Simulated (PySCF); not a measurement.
## Selenium: a sound run and one with changed settings

Sound run: Se⁺ [Ar] 3d10 4s2 4p3, Se²⁺ [Ar] 3d10 4s2 4p2. Calculation: PySCF 2.14, in cc-pVTZ-PP with ECP10MDF (5s4p3d1f, 39 functions); a scalar-relativistic core potential. In the sound run the correlated levels freeze 3s2 3p6 3d10 outside the core potential. The sound run starts from symmetry-adapted Hartree-Fock orbitals and uses a fine grid where one is needed.

Changed run: a valence shell is frozen. This setting is unsound on purpose.

```tsv
species	method	sound run (hartree)	changed run (hartree)	converged
Se⁺	MP2	-371.62358	-371.56464	yes
Se⁺	CCSD(T)	-371.64077	-371.56948	yes
Se²⁺	MP2	-370.83917	-370.78781	yes
Se²⁺	CCSD(T)	-370.85660	-370.78974	yes
```

Ionisation energy of Se⁺:

```
 method  sound run (eV)  changed run (eV)
    UHF          20.840            20.840
    MP2          21.345            21.139
SCS-MP2          21.194            20.940
   CCSD          21.310            21.213
CCSD(T)          21.338            21.218
```

Freezing a valence shell removes pair correlation that changes on ionisation.

For comparison, NIST gives 21.196 ± 0.01 eV between the lowest levels.
